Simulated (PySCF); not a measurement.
Give a PBE0-D3(BJ)/def2-SVP geometry of `FC(F)C(F)(F)COC(F)(F)C(F)F`.

Z-matrix in Å and degrees, rows numbered from 1:
```
F 
C   1  1.3458
F   2  1.3356  1  108.99
C   2  1.5322  1  108.60  3  -120.78
F   4  1.3456  2  107.72  1   174.08
F   4  1.3527  2  106.92  1   -69.89
C   4  1.5110  2  115.97  1    49.42
O   7  1.4100  4  108.31  2    62.54
C   8  1.3461  7  116.24  4  -164.37
F   9  1.3500  8  111.10  7   -61.62
F   9  1.3447  8  111.67  7    56.96
C   9  1.5296  8  108.35  7   178.80
F  12  1.3371  9  109.18  8   -61.73
F  12  1.3393  9  108.75  8   179.26
H   2  1.1046  1  109.34  3   120.04
H   7  1.1019  4  107.71  2  -177.07
H   7  1.0994  4  108.60  2   -58.47
H  12  1.1034  9  110.03  8    58.87
```

Of the pairs four or more bonds apart, F11···H17 is among the closest relative to their van der Waals radii: 2.38 Å, 89 % of the sum of Bondi's values. The C–C distances run from 1.511 Å (C4–C7, drawn single) to 1.532 Å (C2–C4, drawn single), a spread of 0.021 Å. The C–O distances run from 1.346 Å (O8–C9, drawn single) to 1.410 Å (C7–O8, drawn single), a spread of 0.064 Å.

Method used: PBE0-D3(BJ)/def2-SVP geometry optimisation, gas phase (PySCF).

Point group: C1 (no symmetry element, even within 0.4 Å). Stationary, but not proved a minimum. The numbers are those of one conformer (F1–C2–C4–F5 174°, C2–C4–C7–O8 63°, C4–C7–O8–C9 -164°, C7–O8–C9–F10 -62°, O8–C9–C12–F13 -62°).
